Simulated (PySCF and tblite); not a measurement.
The numbers below are computed, except where a source is named.
C9H9FO2, numbered as in [CH3:1][O:2][C:3](=[O:4])[c:5]1[cH:6][cH:7][cH:8][c:9]([CH2:10][F:11])[cH:12]1. Conformers came from 150 starts (ETKDG, MMFF94s, GFN2-xTB); geometries are GFN2-xTB. Energies: PBE0-D3(BJ)/6-31G*, with GFN2-xTB thermal terms (modes under about 100 cm⁻¹ blended into free rotors). Symmetry numbers and mirror images are counted. Conformers within 2.5 kcal/mol (GFN2-xTB free energy) were kept, 6 at most. GIAO shieldings: PBE0/6-31G*. Shifts are against TMS (¹H), TMS (¹³C), CFCl3 (¹⁹F) at the same level. Codes: tblite and PySCF.

Torsions listed: C1–O2–C3–O4, O2–C3–C5–C6, C8–C9–C10–F11.

| conformer | shape | point group | mirror pair | ΔE(DFT) | Δ(G−E) at 350 K | δ H6 (ppm) |
| --- | --- | --- | --- | --- | --- | --- |
| 1 | 0°, 0°, 0° | Cs | no | 0.00 | 0.00 | 8.10 |
| 2 | 0°, 180°, 0° | Cs | no | 0.18 | -0.03 | 8.33 |
| 3 | 0°, 180°, 180° | Cs | no | 0.28 | -0.06 | 8.33 |

Energies in kcal/mol; the thermal term leaves out symmetry numbers and mirror images.

Question: Work out the weights at 350 K and the ¹H shift of H6 under fast exchange.

Answer: RT = 0.696 kcal/mol. Each conformer gets RT ln(σ/g), with σ the rotational symmetry number and g = 2 for a mirror pair: 1: σ = 1, g = 1, G = 0.00 + 0.00 + 0.00 = 0.00, 0.00 above the lowest, exp(−ΔG/RT) = 1.000; 2: σ = 1, g = 1, G = 0.18 − 0.03 + 0.00 = 0.15, 0.15 above the lowest, exp(−ΔG/RT) = 0.807; 3: σ = 1, g = 1, G = 0.28 − 0.06 + 0.00 = 0.21, 0.21 above the lowest, exp(−ΔG/RT) = 0.736. The sum is 2.543, so the weights are 39.3, 31.7, 28.9 %. The averaged shift is 8.24 ppm. At 298.15 K it is 8.24 ppm. At 298.15 K the leading conformer alone gives 8.10 ppm and bare DFT energies give 8.23 ppm.

The minima are those of GFN2-xTB; planar forms about aryl–S or allylic bonds may be saddles in DFT.


Conformer gaps in 6-31G* on xTB geometries can be 2 kcal/mol off for S=O, P=O and other polar bonds.